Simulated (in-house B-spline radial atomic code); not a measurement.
Configurations of Au VII (Au6+), with energies counted from [Xe] 4f14 (5d3/2)4 (5d5/2)1. All numbers are computed (Dirac-Hartree-Fock, average of each configuration as written; Fermi nucleus of rms radius 5.4371 fm) with an all-electron radial atomic-structure program (B-spline basis), not measured. Energies include first-order Breit, QED and recoil terms.

Occupations are held fixed; configurations that lie above the ionisation limit could autoionise.

| configuration | E - E(ref) (eV) | highest orbital | its <r> (bohr) |
| --- | --- | --- | --- |
| [Xe] 4f14 (5d3/2)3 (5d5/2)2 | 2.5916 | 5d5/2 | 1.313 |
| [Xe] 4f14 (5d3/2)2 (5d5/2)3 | 4.8466 | 5d5/2 | 1.312 |
| [Xe] 4f14 (5d5/2)5 | 8.344 | 5d5/2 | 1.309 |
| [Xe] 4f14 (5d3/2)4 7s1 | 51.117 | 7s1/2 | 3.574 |
| [Kr] 4d10 4f14 5s2 (5p1/2)1 (5p3/2)4 (5d5/2)5 9s1 | 157.09 | 9s1/2 | 7.917 |
| [Xe] (4f5/2)5 (4f7/2)8 (5d5/2)5 9s1 | 177.05 | 9s1/2 | 7.893 |
| [Kr] (4d3/2)3 (4d5/2)6 4f14 5s2 5p6 (5d3/2)4 (5d5/2)1 (9f7/2)1 | 446.5 | 9f7/2 | 12.31 |

(1) Order these further configurations by energy, lowest first.
A. [Xe] (4f5/2)5 (4f7/2)8 (5d3/2)1 (5d5/2)4 7s1
B. [Kr] 4d10 4f14 5s2 (5p1/2)2 (5p3/2)3 (5d3/2)1 (5d5/2)4 (9f5/2)1
C. [Xe] (4f5/2)5 (4f7/2)8 (5d3/2)3 (5d5/2)2 (7p1/2)1
D. [Xe] (4f5/2)6 (4f7/2)7 (5d3/2)4 (5d5/2)1 (8f5/2)1
E. [Xe] 4f14 (5d5/2)4 8s1

(2) How far above the reference does [Xe] (4f5/2)5 (4f7/2)8 (5d3/2)2 (5d5/2)3 6s1 lie?

(3) How far above the reference does [Kr] 4d10 4f14 5s2 (5p1/2)1 (5p3/2)4 (5d3/2)4 (5d5/2)1 (5f7/2)1 lie?

(4) How far above the reference does [Xe] 4f14 (5d3/2)1 (5d5/2)4 lie?

## Answers

(1) E (75.248 eV), B (148.89 eV), A (152.43 eV), C (152.59 eV), D (167.69 eV).

(2) 116.04 eV; its least bound orbital is 6s1/2 with <r> = 1.972 bohr.

(3) 127.33 eV; its least bound orbital is 5f7/2 with <r> = 2.225 bohr.

(4) 6.7643 eV; its least bound orbital is 5d5/2 with <r> = 1.31 bohr.
